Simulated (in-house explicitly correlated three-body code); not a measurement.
Computed with an exponentially correlated three-body code. Model: two electrons around a point charge, non-relativistic, variational in 260 exponentially correlated functions (energies converged to about 1e-7 hartree, or 1e-8 relative for large Z).

Command:
```bash
python run_hyl.py task.json out
```
Settings (lengths in bohr, energies in hartree):
```
Z                      3
nuclear_mass           10961.9
interaction_strength   1
functions              260
states_tried           13
```

Time taken, with all properties: 46 s on 1 thread of Intel(R) Xeon(R) Platinum 8259CL CPU @ 2.50GHz (Skylake/Cascade Lake), with other jobs on the host.

**Those bound S and P states to n = 4 that converged, binding against the one-electron ion.**

Given: nuclear charge 3; mass of the centre 10962 electron masses.

Computed: one-electron threshold -4.49958952 hartree.

```
term  energy (hartree)  binding (eV)
1 1S       -7.27922301        75.638
2 3S       -5.11025959        16.617
2 1S       -5.04041495        14.717
2 3P       -5.02728491        14.359
2 1P                 ?             ?
3 3S       -4.75164255        6.8587
3 1S       -4.73332375        6.3602
3 3P                 ?             ?
3 1P        -4.7197696        5.9914
4 3S       -4.63671341        3.7313
4 1S       -4.62936106        3.5313
4 3P       -4.62804424        3.4954
4 1P        -4.6237268        3.3779
```

Problem. What belongs in the row 2 1P?

Solution. energy (hartree): -4.9928727; binding (eV): 13.423.

Problem. What belongs in the row 3 3P?

Solution. energy (hartree): -4.73003534; binding (eV): 6.2708.

**Converged states only, values per electron or pair.**

| term | mean r (bohr) | mean r squared (bohr²) | mean inverse r (1/bohr) | mean r12 (bohr) | mean inverse r12 (1/bohr) | mean cosine | mean p1 dot p2 (bohr⁻²) | delta r1 (bohr⁻³) | delta r12 (bohr⁻³) |
| --- | --- | --- | --- | --- | --- | --- | --- | --- | --- |
| 1 1S | 0.57283 | 0.44636 | 2.6877 | 0.86238 | 1.5676 | -0.043599 | 0.28869 | 6.8501 | 0.53362 |
| 2 3S | 1.494 | 3.7743 | 1.7804 | 2.5617 | 0.46201 | -0.012629 | 0.017532 | 4.5626 | - |
| 2 1S | ? | ? | ? | ? | ? | ? | ? | ? | ? |
| 2 3P | 1.4184 | 3.4656 | 1.7606 | 2.4283 | 0.50887 | -0.054611 | -0.30521 | 4.2339 | - |
| 2 1P | 1.5221 | 4.0428 | 1.7464 | 2.5928 | 0.4927 | 0.010382 | 0.25101 | 4.3054 | 0.0098326 |
| 3 3S | 3.2353 | 20.407 | 1.6195 | 6.0002 | 0.2135 | -0.0037512 | 0.0047985 | 4.3677 | - |
| 3 1S | ? | ? | ? | ? | ? | ? | ? | ? | ? |
| 3 3P | 3.2535 | 20.986 | 1.6141 | 6.041 | 0.22426 | -0.014611 | -0.078572 | 4.2795 | - |
| 3 1P | 3.4064 | 23.112 | 1.61 | 6.3356 | 0.22055 | 0.0029541 | 0.073721 | 4.2983 | 0.0033367 |
| 4 3S | 5.7266 | 67.647 | 1.5659 | 10.969 | 0.12175 | -0.0015548 | 0.001938 | 4.3249 | - |
| 4 1S | 6.0314 | 75.38 | 1.5636 | 11.577 | 0.12277 | -0.001934 | 0.0026191 | 4.3219 | 0.007826 |
| 4 3P | 5.838 | 71.048 | 1.5636 | 11.194 | 0.12579 | -0.0059208 | -0.031399 | 4.2893 | - |
| 4 1P | 6.0415 | 76.244 | 1.562 | 11.596 | 0.12437 | 0.001219 | 0.030915 | 4.2969 | 0.0014695 |

Problem. What belongs in the row 2 1S?

Solution. mean r (bohr): 1.6444; mean r squared (bohr²): 4.696; mean inverse r (1/bohr): 1.7595; mean r12 (bohr): 2.8447; mean inverse r12 (1/bohr): 0.47608; mean cosine: -0.014627; mean p1 dot p2 (bohr⁻²): 0.021605; delta r1 (bohr⁻³): 4.5176; delta r12 (bohr⁻³): 0.064273.

Problem. What belongs in the row 3 1S?

Solution. mean r (bohr): 3.4621; mean r squared (bohr²): 23.604; mean inverse r (1/bohr): 1.6139; mean r12 (bohr): 6.4493; mean inverse r12 (1/bohr): 0.21646; mean cosine: -0.0045494; mean p1 dot p2 (bohr⁻²): 0.00629; delta r1 (bohr⁻³): 4.3588; delta r12 (bohr⁻³): 0.018772.
